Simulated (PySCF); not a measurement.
SMILES C[SiH2]C (C2H8Si), singlet, PBE0/def2-SVP optimised geometry.

```
11

Si    -0.89    -0.19     0.00
C      0.99    -0.19     0.00
C     -1.58    -1.10    -1.49
H     -1.39     1.22     0.00
H     -1.39    -0.84     1.26
H      1.39    -1.22     0.02
H      1.39     0.34     0.88
H      1.39     0.30    -0.90
H     -2.68    -1.10    -1.48
H     -1.24    -2.15    -1.51
H     -1.25    -0.63    -2.43
```

Density from PBE0/def2-TZVP in PySCF at that geometry.

Minimum of the electron density along straight lines between bonded atoms, close to the bond critical point (lines longer than 1.1 times the sum of covalent radii, or with two minima, are not listed):

```tsv
bond	length / Å	ρ at the minimum / e bohr⁻³	∇²ρ there / e bohr⁻⁵	position (fraction from the first atom)
Si1–C2	1.882	0.119	0.18	0.39
Si1–C3	1.882	0.119	0.18	0.39
Si1–H4	1.499	0.118	0.15	0.49
Si1–H5	1.499	0.118	0.15	0.49
C2–H6	1.101	0.266	-0.87	0.64
C2–H7	1.101	0.266	-0.87	0.64
C2–H8	1.101	0.266	-0.87	0.64
C3–H9	1.101	0.266	-0.87	0.64
C3–H10	1.101	0.266	-0.87	0.64
C3–H11	1.101	0.266	-0.87	0.64
```
